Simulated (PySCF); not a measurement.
SMILES C(C)(O)[CH]C(C)C (C6H13O), doublet, GFN2-xTB optimised geometry.

```
20

C      1.80     1.57     3.15
C      0.86     0.58     2.46
C     -0.49     0.53     3.20
C      0.65     0.95     1.04
C      0.12     0.03     0.00
C      0.55    -1.43     0.17
O     -1.32     0.03     0.00
H      1.38     2.57     3.13
H      2.76     1.59     2.65
H      1.96     1.28     4.18
H      1.29    -0.42     2.51
H     -0.94     1.53     3.23
H     -1.18    -0.14     2.70
H     -0.34     0.19     4.23
H      0.64     2.01     0.80
H      0.45     0.39    -0.99
H      0.13    -1.84     1.08
H      1.63    -1.50     0.20
H      0.17    -2.01    -0.67
H     -1.63     0.94     0.00
```

Density from unrestricted PBE0/def2-SVP (PySCF 2.14.0) at that geometry.

Minimum of the electron density along straight lines between bonded atoms, close to the bond critical point (lines longer than 1.1 times the sum of covalent radii, or with two minima, are not listed):

```json
[
 {"bond": "C1–C2", "length / Å": "1.529", "ρ at the minimum / e bohr⁻³": "0.243", "∇²ρ there / e bohr⁻⁵": "-0.55", "position (fraction from the first atom)": "0.50"},
 {"bond": "C2–C3", "length / Å": "1.545", "ρ at the minimum / e bohr⁻³": "0.233", "∇²ρ there / e bohr⁻⁵": "-0.51", "position (fraction from the first atom)": "0.50"},
 {"bond": "C2–C4", "length / Å": "1.481", "ρ at the minimum / e bohr⁻³": "0.265", "∇²ρ there / e bohr⁻⁵": "-0.62", "position (fraction from the first atom)": "0.49"},
 {"bond": "C4–C5", "length / Å": "1.488", "ρ at the minimum / e bohr⁻³": "0.266", "∇²ρ there / e bohr⁻⁵": "-0.64", "position (fraction from the first atom)": "0.50"},
 {"bond": "C5–C6", "length / Å": "1.525", "ρ at the minimum / e bohr⁻³": "0.248", "∇²ρ there / e bohr⁻⁵": "-0.58", "position (fraction from the first atom)": "0.51"},
 {"bond": "C5–O7", "length / Å": "1.439", "ρ at the minimum / e bohr⁻³": "0.245", "∇²ρ there / e bohr⁻⁵": "-0.48", "position (fraction from the first atom)": "0.36"},
 {"bond": "C1–H8", "length / Å": "1.088", "ρ at the minimum / e bohr⁻³": "0.276", "∇²ρ there / e bohr⁻⁵": "-1.00", "position (fraction from the first atom)": "0.62"},
 {"bond": "C1–H9", "length / Å": "1.087", "ρ at the minimum / e bohr⁻³": "0.277", "∇²ρ there / e bohr⁻⁵": "-1.01", "position (fraction from the first atom)": "0.62"},
 {"bond": "C1–H10", "length / Å": "1.088", "ρ at the minimum / e bohr⁻³": "0.276", "∇²ρ there / e bohr⁻⁵": "-1.01", "position (fraction from the first atom)": "0.62"},
 {"bond": "C2–H11", "length / Å": "1.095", "ρ at the minimum / e bohr⁻³": "0.275", "∇²ρ there / e bohr⁻⁵": "-0.99", "position (fraction from the first atom)": "0.62"},
 {"bond": "C3–H12", "length / Å": "1.088", "ρ at the minimum / e bohr⁻³": "0.276", "∇²ρ there / e bohr⁻⁵": "-1.00", "position (fraction from the first atom)": "0.62"},
 {"bond": "C3–H13", "length / Å": "1.087", "ρ at the minimum / e bohr⁻³": "0.279", "∇²ρ there / e bohr⁻⁵": "-1.04", "position (fraction from the first atom)": "0.63"},
 {"bond": "C3–H14", "length / Å": "1.088", "ρ at the minimum / e bohr⁻³": "0.276", "∇²ρ there / e bohr⁻⁵": "-1.00", "position (fraction from the first atom)": "0.62"},
 {"bond": "C4–H15", "length / Å": "1.080", "ρ at the minimum / e bohr⁻³": "0.280", "∇²ρ there / e bohr⁻⁵": "-1.02", "position (fraction from the first atom)": "0.62"},
 {"bond": "C5–H16", "length / Å": "1.105", "ρ at the minimum / e bohr⁻³": "0.277", "∇²ρ there / e bohr⁻⁵": "-1.01", "position (fraction from the first atom)": "0.62"},
 {"bond": "C6–H17", "length / Å": "1.086", "ρ at the minimum / e bohr⁻³": "0.277", "∇²ρ there / e bohr⁻⁵": "-1.02", "position (fraction from the first atom)": "0.63"},
 {"bond": "C6–H18", "length / Å": "1.086", "ρ at the minimum / e bohr⁻³": "0.276", "∇²ρ there / e bohr⁻⁵": "-1.01", "position (fraction from the first atom)": "0.62"},
 {"bond": "C6–H19", "length / Å": "1.086", "ρ at the minimum / e bohr⁻³": "0.277", "∇²ρ there / e bohr⁻⁵": "-1.02", "position (fraction from the first atom)": "0.63"},
 {"bond": "O7–H20", "length / Å": "0.963", "ρ at the minimum / e bohr⁻³": "0.359", "∇²ρ there / e bohr⁻⁵": "-2.23", "position (fraction from the first atom)": "0.81"}
]
```
